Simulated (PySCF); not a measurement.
Computed shifts of a molecule C₂H₇BO₃, PySCF with PBE/pcSseg-1, GIAO, gas phase, atoms alike by connectivity averaged where their shifts nearly agree, in ppm (number of nuclei): ¹H: 4.47 (1), 4.06 (1), 2.11 (2), 1.44 (3). ¹³C: 65.4 (1), 21.0 (1). References: ¹¹B against BF3 (σ = 83.9 ppm); ¹⁷O against H2O (σ = 334.3 ppm); ¹H against TMS (σ = 31.49 ppm); ¹³C against TMS (σ = 182.0 ppm), references at their B3LYP-D3(BJ)/def2-TZVP geometries, non-relativistic. Geometry optimised at PBE0-D3(BJ)/def2-SVP. One conformer was computed; it need not be the lowest.

Task: Which structure fits?
A) COB(O)OC
B) OCB(O)CO
C) COCB(O)O
D) CCOB(O)O

Result: D, CCOB(O)O
